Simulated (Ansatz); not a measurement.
`OB(Br)O[SiH3]` and `NB(Br)O[SiH3]` differ in one atom or group.

Ansatz, PBE0-D4/def2-TZVP geometries, multiplicity 1. Each molecule was computed in one conformer, which needn't be the lowest.

Scalar relativity is left out up to krypton.

| property | `OB(Br)O[SiH3]` |
| --- | --- |
| HOMO–LUMO gap (ωB97M-V/def2-TZVPP) / eV | 12.41 |
| LUMO energy (PBE0/def2-TZVPP) / eV | 0.00 |
| ideal-gas entropy at 298 K and 1 bar (rigid rotor, harmonic PBE0-D4/def2-TZVP) / J/(mol·K) | 360 |
| size of the dipole moment (B3LYP/def2-TZVPP) / D | 0.32 |
| zero-point energy (PBE0-D4/def2-TZVP) / kJ/mol | 132.3 |
| HOMO energy (PBE0/def2-TZVPP) / eV | -8.56 |

(1) What does the change do to each property? (An estimate is asked.)

Results:

(1) Ansatz gave: 
```json
{"property": "HOMO–LUMO gap (ωB97M-V/def2-TZVPP) / eV", "`NB(Br)O[SiH3]`": "12.00", "shift": "-0.41"}
{"property": "LUMO energy (PBE0/def2-TZVPP) / eV", "`NB(Br)O[SiH3]`": "0.19", "shift": "0.19"}
{"property": "ideal-gas entropy at 298 K and 1 bar (rigid rotor, harmonic PBE0-D4/def2-TZVP) / J/(mol·K)", "`NB(Br)O[SiH3]`": "363", "shift": "3"}
{"property": "size of the dipole moment (B3LYP/def2-TZVPP) / D", "`NB(Br)O[SiH3]`": "1.96", "shift": "1.64"}
{"property": "zero-point energy (PBE0-D4/def2-TZVP) / kJ/mol", "`NB(Br)O[SiH3]`": "164.3", "shift": "32.0"}
{"property": "HOMO energy (PBE0/def2-TZVPP) / eV", "`NB(Br)O[SiH3]`": "-8.01", "shift": "0.55"}
```

With PBE0 the HOMO rises by 0.55 eV and the LUMO rises by 0.19 eV, so the gap narrows by about 0.36 eV. PBE moves the HOMO by 0.55 eV and ωB97M-V by 0.55 eV. The zero-point energy changes by 32.0 kJ/mol with +3 modes. Dipoles are sizes alone; their direction can turn.

B3LYP here is the variant with VWN-RPA as its local correlation; programs differ in this.

Spin–orbit coupling is left out; it splits and shifts lone-pair levels of the heavy atoms by tenths of an eV.
